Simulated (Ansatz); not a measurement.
Computed with Ansatz on PBE0-D4/def2-TZVP structures; ΔE is electronic, products minus reactants. CCSD(T)/CBS adds triple-zeta CCSD(T) − MP2 to the extrapolated MP2 energy (def2 sets, frozen cores). Functionals use def2-TZVPP.

`C[C@H]1[SiH2][Si@@H]1F` → `FC1C[SiH2][SiH2]1`  (isomerisation)

**Question.** Is it downhill or uphill in electronic energy at CCSD(T)/CBS, and by how much? (Best estimate.)

**Answer.** The calculation gave: Uphill: ΔE = +146.7 kJ/mol.

**Question.** What do these levels give: PBE-D4, r2SCAN-D4, ωB97X-V, ωB97M-V, PBE, r2SCAN, HF/def2-TZVPP, MP2/def2-TZVPP, SCS-MP2/def2-TZVPP, CCSD/def2-TZVPP, SCS-MP2/def2-QZVPP, MP2/CBS(def2)? (An estimate is asked.)

**Answer.** Computed: PBE-D4 135.6, r2SCAN-D4 146.1, ωB97X-V 133.4, ωB97M-V 139.4, PBE 137.2, r2SCAN 146.3, HF/def2-TZVPP 142.0, MP2/def2-TZVPP 154.0, SCS-MP2/def2-TZVPP 148.2, CCSD/def2-TZVPP 142.9, SCS-MP2/def2-QZVPP 151.6, MP2/CBS(def2) 158.2 kJ/mol.

Largest T1 diagnostic among the species: 0.013.
